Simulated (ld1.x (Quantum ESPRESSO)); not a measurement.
# What one change does to a pseudopotential (Rh (Z = 45), TM)

rhodium (Rh), norm-conserving Troullier–Martins (Kleinman–Bylander form), made with ld1.x (Quantum ESPRESSO) 7.5 (PBE, scalar-relativistic). Core [Kr], reference 4d8 5s0 5p0 (charge +1). Waves: 5p (bound, empty): rc 3.15 bohr; 4d (bound): rc 2.00 bohr; 5s (bound, empty): rc 2.05 bohr. Local part: the s channel. Core correction: a·sin(br)/r model core inside 1.00 bohr.

All-electron outer shells of the reference configuration (PBE, scalar-relativistic, ld1.x):

```
shell  level (eV)  outermost node (bohr)  outermost maximum (bohr)
   4p      -58.15                   0.47                      0.94
   4d      -13.58                   0.46                      1.14
   5s      -10.78                   1.19                      2.51
   5p       -6.19                   1.34                      3.22
```

Change: local potential the p channel.

Cutoffs: the cutoffs (Ry, on a coarse ladder) from which the occupation-weighted sum of valence levels, in a spherical-Bessel basis at the reference potential, stays within 10 and 1 mRy of its value at 400 Ry; they do not see the model core or the augmentation charge, which bear on the density cutoff. Errors are all-electron minus pseudo energies relative to the spin-unpolarised reference configuration.

**Question.** How do hardness, ghosts and transferability respond?

**Answer.** The potential gets neither clearly harder nor softer (50 Ry and 60 Ry → 50 Ry and 60 Ry); of the 7 tests that both files solve, the error grows in 5 and shrinks in 0 by more than 15 % and 0.3 meV (median size 164.9 → 203.5 meV); neither file shows a bound ghost.

| quantity | base | changed |
| --- | --- | --- |
| cutoff, loose | 50 Ry | 50 Ry |
| cutoff, tight | 60 Ry | 60 Ry |
| bound ghosts | none | none |
| error for 4d8 5s1 5p0, meV [ΔE -7.46 eV] | -7.3 | -7.4 |
| error for 4d7 5s0 5p0, meV [ΔE 19.51 eV] | -144 | -205 |
| error for 4d6 5s0 5p0, meV [ΔE 52.02 eV] | -731 | -961 |
| error for 4d5 5s0 5p0, meV [ΔE 98.96 eV] | -1922 | -2370 |
| error for 4d9 5s0 5p0, meV [ΔE -8.37 eV] | -57 | -97 |
| error for 4d7 5s2 5p0, meV [ΔE -4.98 eV] | -165 | -184 |
| error for 4d7 5s1 5p1, meV [ΔE -0.84 eV] | -176 | -204 |
| s: phases at 3.40 bohr within 0.05 rad from the reference energy up to (Ry; the scan ends near 5) | 0.9 | 0.6 |
| p: phases at 3.40 bohr within 0.05 rad from the reference energy up to (Ry; the scan ends near 5) | 1.9 | 1.6 |
| d: phases at 3.40 bohr within 0.05 rad from the reference energy up to (Ry; the scan ends near 5) | 0.1 | -0.1 |
